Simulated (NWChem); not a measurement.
# formamidinium (CH5N2 cation); SMILES NC=[NH2+]

```xyz
8

N     -1.1744     0.0000     0.1752
C      0.0000     0.0000    -0.4247
N      1.1744     0.0000     0.1752
H     -1.2857     0.0000     1.1951
H     -2.0327     0.0000    -0.3834
H      0.0000     0.0000    -1.5283
H      1.2857     0.0000     1.1951
H      2.0327     0.0000    -0.3834
```
Atoms are numbered in this order, from 1.

Program: NWChem. All runs use the structure optimised with PBE-D3(BJ)/def2-SVP. Level PBE/def2-SVP: single points from the atomic guess with DIIS by default; each run changes one setting, and all converged runs end within 0.3 mHa of each other.

| setting | SCF iterations |
|---|---|
| defaults | 7 |
| level shift of 0.5 Ha throughout | 11 |
| DIIS on 3 Fock matrices | 8 |
| DIIS on 20 Fock matrices | 7 |
| core-Hamiltonian guess | 11 |
| no level shifting | 7 |
